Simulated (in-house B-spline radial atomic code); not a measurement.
**Solving the quasi-particle equation for 5d up of the iridium ion Ir⁴⁺**

Configuration [Xe] 4f14 5d5, highest spin, start PBE; correlation leaves out the 5 deepest shells. Computed with a B-spline radial code for spherical atoms: all electrons, scalar-relativistic (spin-free one-electron X2C), finite nucleus, each spin shell either full or empty, empty states to l = 9 with an (l + 1/2)⁻⁴ tail; G0W0 by contour deformation at full frequency.

At the mean-field level ε = -52.032 eV the matrix elements are Σx = -34.875 eV, v_xc = -27.433 eV and Σc(ε) = -0.556 eV, and the slope of the correlation self-energy is dΣc/dω = -0.0484. The quasi-particle energy solves E = ε + Σx − v_xc + Σc(E).

Question: What does the linearised equation give?

Answer: Z = 1/(1 − dΣc/dω) = 1/1.0484 = 0.9538. The first-order shift is Σx − v_xc + Σc(ε) = -34.875 − (-27.433) + (-0.556) = -7.998 eV, so E ≈ ε + Z × shift = -52.032 + 0.9538 × (-7.998) = -59.660 eV.

Question: How does that compare with the full solution and with static screening?

Answer: Solving the equation at full frequency dependence gives E = -59.498 eV, where Σc = -0.024 eV and the weight is 0.863; the linearised value is off by 162 meV. Leaving Z out would give -60.030 eV. Static COHSEX puts -2.978 eV in place of Σc and gives -62.452 eV, 2.95 eV deeper.
